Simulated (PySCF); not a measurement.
Compound: C2H11Si4 (doublet state).
SMILES with atom numbers: `[CH2:1]=[C:2][SiH2:3][SiH2:4][SiH2:5][SiH3:6]` (hydrogens: H7, H8 on C1; H9, H10 on Si3; H11, H12 on Si4; H13, H14 on Si5; H15, H16, H17 on Si6)

Structure used (GFN2-xTB), in Å, numbered top down from 1:
```
atom  x, y, z in Å
C1     4.165   -0.252    0.625
C2     3.125    0.516    0.741
Si3    1.329    0.763    0.593
Si4    0.075   -1.041   -0.217
Si5   -2.180   -0.952    0.357
Si6   -3.199    1.096    0.004
H7     5.162    0.090    0.879
H8     4.133   -1.281    0.269
H9     0.841    1.121    1.934
H10    1.122    1.923   -0.286
H11    0.222   -1.107   -1.682
H12    0.701   -2.299    0.224
H13   -2.928   -2.021   -0.328
H14   -2.293   -1.328    1.777
H15   -3.122    1.951    1.191
H16   -4.615    1.006   -0.357
H17   -2.544    1.828   -1.085
```

The hyperfine couplings belong to this conformer and change with its torsions.

Computed with UKS B3LYP, pcH-1 on C H Si, non-relativistic, mean-field spin-orbit, GIAO in PySCF. One conformer (not necessarily the lowest) at the GFN2-xTB geometry, without solvent, vibrations or thermal averaging. The geometry wasn't refined by DFT: couplings that depend on bond lengths, twists or pyramidal angles can differ widely from those at the functional's own minimum. No stability test was run, so a lower SCF solution isn't excluded.

Q: Predict the first-order ENDOR lines of H8, H7, H9/H10, H13/H14 and H11/H12 under fast tumbling at B = 1212.0 mT (Q band).

A: For S = 1/2 in fast tumbling each set of equivalent nuclei gives two lines, ν± = |νn ± a/2| to first order, with νn = g_N μN B/h and μN/h = 7.62259 MHz/T.

```json
{"nuclei": "H8", "isotope": "1H", "g_N": "5.5857", "νn (MHz)": "51.60", "a_iso (MHz)": "179.73", "lower line (MHz)": "38.26", "upper line (MHz)": "141.47"}
{"nuclei": "H7", "isotope": "1H", "g_N": "5.5857", "νn (MHz)": "51.60", "a_iso (MHz)": "143.62", "lower line (MHz)": "20.21", "upper line (MHz)": "123.42"}
{"nuclei": "H9/H10", "isotope": "1H", "g_N": "5.5857", "νn (MHz)": "51.60", "a_iso (MHz)": "13.17", "lower line (MHz)": "45.02", "upper line (MHz)": "58.19"}
{"nuclei": "H13/H14", "isotope": "1H", "g_N": "5.5857", "νn (MHz)": "51.60", "a_iso (MHz)": "4.98", "lower line (MHz)": "49.11", "upper line (MHz)": "54.09"}
{"nuclei": "H11/H12", "isotope": "1H", "g_N": "5.5857", "νn (MHz)": "51.60", "a_iso (MHz)": "-2.39", "lower line (MHz)": "50.41", "upper line (MHz)": "52.80"}
```

Q: Which pairs are centred on the nuclear Larmor frequency, and which on half the coupling?

A: Centred on νn, since |a| < 2νn: H9/H10, H13/H14 and H11/H12. Centred on |a|/2 and split by 2νn: H8 and H7.

Nuclei that the bonding pattern makes equivalent are averaged, as if the motion that swaps them (rotation, inversion, ring flip) were fast. The 1H value of +5.0 MHz is a mean of couplings from -0.9 to 10.9 MHz in this one geometry, not an average over conformers.
